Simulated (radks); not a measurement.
I XXI, 33 electrons, occupied as [Ar] 3d10 4s2 4p3. All-electron calculation, scalar-relativistic Kohn-Sham, PBE, spin-polarised, spherical densities, finite nucleus; open shells are filled with parallel spins first (spin-orbit coupling, left out, can overturn this in heavy ions); Fermi nuclear charge, rms radius 4.75 fm. Program: a radial shooting solver on a logarithmic mesh with Libxc functionals.

Unscreened Slater integrals over Kohn-Sham orbitals (hartree). They are taken over the spin-up orbitals. Empty in this configuration: 4d.

integral,value
"F0(4p,4p)",1.3037
"F2(4p,4p)",0.68766
"F0(4p,4s)",1.3235
"G1(4p,4s)",0.90319
"F0(4p,3d)",1.6579
"F2(4p,3d)",0.45657
"G1(4p,3d)",0.15037
"G3(4p,3d)",0.14984
"F0(4p,3p)",1.6360
"F2(4p,3p)",0.48437
"G0(4p,3p)",0.12976
"G2(4p,3p)",0.15690
"F0(4p,4d)",1.2824
"F2(4p,4d)",0.66517
"G1(4p,4d)",0.83778
"G3(4p,4d)",0.53413
"F0(4s,4s)",1.3448
"F0(4s,3d)",1.6936
"G2(4s,3d)",0.15511
"F0(4s,3p)",1.6714
"G1(4s,3p)",0.16017
"F0(4s,4d)",1.3013
"G2(4s,4d)",0.65797
"F0(3d,3d)",3.2032
"F2(3d,3d)",1.6144
"F4(3d,3d)",1.0343
"F0(3d,3p)",3.0253
"F2(3d,3p)",1.4623
"G1(3d,3p)",1.6466
"G3(3d,3p)",1.0700
"F0(3d,4d)",1.6344
"F2(3d,4d)",0.44983
"F4(3d,4d)",0.22144
"G0(3d,4d)",0.14939
"G2(3d,4d)",0.18353
"G4(3d,4d)",0.14278
"F0(3p,3p)",2.9189
"F2(3p,3p)",1.4705
"F0(3p,4d)",1.6024
"F2(3p,4d)",0.45087
"G1(3p,4d)",0.10558
"G3(3p,4d)",0.11222
"F0(4d,4d)",1.2643
"F2(4d,4d)",0.65093
"F4(4d,4d)",0.44358

Derived for the open shells (J is the average intra-shell exchange parameter used in DFT+U). 4p: J = F2/5 = 0.1375 hartree.
